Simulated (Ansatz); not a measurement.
Consider the substitution at a C–Si bond: `N[SiH](F)C[SiH3]` + H–F → `N[SiH](F)CF` + SiH₄.

Computed with Ansatz on PBE0-D4/def2-TZVP structures; ΔE is electronic, products minus reactants. CBS: MP2 limit from def2 TZ/QZ plus the TZ coupled-cluster correction, frozen cores. This one scheme is used for every species. Functionals use def2-TZVPP. B3LYP here is the variant with VWN-RPA as its local correlation; programs differ in this. One conformer a species, not always the lowest.

```csv
level,ΔE (kcal/mol),difference from CCSD(T)/CBS
r2SCAN-D4,27.7,-2.8
PBE0-D4,28.9,-1.6
B3LYP-D4,25.9,-4.6
B3LYP,23.2,-7.3
HF/def2-TZVPP,22.5,-8.0
CCSD(T)/def2-TZVPP,29.2,-1.3
HF/def2-QZVPP,22.6,-7.9
MP2/def2-QZVPP,33.4,2.9
SCS-MP2/def2-QZVPP,29.9,-0.6
MP2/CBS(def2),33.9,3.4
CCSD(T)/CBS,30.5,0
```

Largest T1 diagnostic among the species: 0.011.

The D4 term adds +2.7 kcal/mol with B3LYP and +1.5 kcal/mol with PBE0; it sums over pairs of atoms, weighted by their polarisabilities, and B3LYP, whose exchange is more repulsive, gets the larger term. From PBE to PBE0 (25 % exact exchange), in def2-TZVPP and without D4, ΔE moves by +1.8 kcal/mol. In def2-TZVPP, CCSD(T) changes the Hartree–Fock value by +6.7 kcal/mol (the triples alone add +0.7 kcal/mol) and MP2 by +10.1 kcal/mol.
